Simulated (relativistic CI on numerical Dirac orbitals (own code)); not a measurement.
Calculated at this level of theory: Dirac-Coulomb-Breit CI, KLI orbitals optimised for each configuration, model QED (radiative potential, 1s self-energy scaled to tabulated hydrogen-like ionisation energies), unscaled Slater integrals (own radial code, finite nucleus).

The strongest absorption lines from the ground level of an ion, among the configurations computed and to levels below about 359 eV (vacuum wavelength in nm, gf): 8.1998 (2), 8.6030 (0.59), 8.7730 (1.4), 8.8647 (0.5), 8.9334 (1), 9.0815 (0.41), 9.6700 (0.44), 10.094 (0.92).

**Question.** Which ion is it?
A. Br¹⁵⁺
B. As¹³⁺
C. Y¹⁹⁺
D. Rb¹⁷⁺

**Answer.** D. Rb¹⁷⁺ has 20 electrons and the ground level 3s2 3p6 3d2 3F_2; the strongest line goes to 3s2 3p5 3d3 3D°_1. The pattern of lines fixes the number of electrons, and along that sequence the line energies rise steadily with the charge (about as its square where n changes within one kind of shell, about linearly where n is kept but much faster in heavy ions where fine structure, which grows about as Z⁴, sets the gap, and irregularly where shells cross), which fixes Z. Configurations outside the model, such as inner-shell arrays, can give stronger lines. At this charge energies of transitions that change n are usually good to better than 1 %, and those within a shell (Δn = 0) to a few per cent. Terms inside the open d or f shell come out 10 to 20 % too wide with unscaled integrals.

LS names give the leading component of a level, which can be under half, so a name can repeat, a term be missing and a line seem to break the LS rules.
